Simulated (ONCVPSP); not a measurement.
**Scattering properties, ONCV potential for Si (Z = 14)**

ONCVPSP 4.0.1 input, shortened (lines: element, Z, core and valence counts, functional; n l f; lmax; l rc ep ncon nbas qcut; lloc lpopt rc5 dvloc0; l nproj debl; icmod fcfact rcfact), PBE, scalar-relativistic:

```
  Si 14.00    1    3        4      upf
    1    0    2.00
    2    0    2.00
    2    1    6.00
    3    0    2.00
    1
    0    0.85    0.00    3    7   15.20
    1    1.05    0.00    4    9   12.80
    4    4    0.55    2.00
    0    2    1.90
    1    2    0.80
    3    2.50    1.40
```

In the p channel the program set the typed energies aside and used -4.296, 0.250 Ha.

The phase is arctan(r·R′/R) of the radial function R(r), unwrapped; energies in Ha, scanned from -7 to 5 Ha. A pole is an energy at which the radial function vanishes at the test radius. The pseudo phase is shifted by a multiple of π to meet the all-electron one at the reference energy, and phase errors are pseudo minus all-electron; the curves can meet again beyond the range given. Levels narrower than the energy grid can be missing from the lists of poles.

| channel | radius (bohr) | reference energy (Ha) | poles, all-electron | poles, pseudo | unbroken range about the reference energy with phases within 0.05 rad | phase error 1 Ha above the reference energy (rad) |
| --- | --- | --- | --- | --- | --- | --- |
| s | 0.86 | -1.05 | -3.87 | -3.87 | the whole range | +0.000 |
| p | 1.06 | -4.30 | -3.71 | -3.71 | the whole range | +0.000 |

Phases in the p channel:

```csv
E (Ha),all-electron,pseudo
-6.96,1.044,1.044
-6.64,0.991,0.992
-6.32,0.919,0.919
-6.00,0.812,0.813
-5.68,0.641,0.641
-5.36,0.338,0.338
-5.04,-0.186,-0.186
-4.72,-0.790,-0.790
-4.40,-1.190,-1.190
-4.08,-1.416,-1.416
-3.76,-1.554,-1.554
-3.44,-1.650,-1.650
-3.12,-1.723,-1.723
-2.80,-1.784,-1.784
-2.48,-1.839,-1.839
-2.16,-1.892,-1.892
-1.84,-1.946,-1.946
-1.52,-2.002,-2.002
-1.20,-2.064,-2.064
-0.88,-2.135,-2.134
-0.56,-2.217,-2.217
-0.24,-2.316,-2.316
0.08,-2.436,-2.436
0.40,-2.584,-2.584
0.72,-2.764,-2.764
1.04,-2.974,-2.974
1.36,-3.203,-3.203
1.68,-3.431,-3.430
2.00,-3.637,-3.635
2.32,-3.811,-3.810
2.64,-3.953,-3.951
2.96,-4.067,-4.066
3.28,-4.159,-4.157
3.60,-4.234,-4.232
3.92,-4.295,-4.293
4.24,-4.347,-4.345
4.56,-4.390,-4.388
4.88,-4.428,-4.425
```
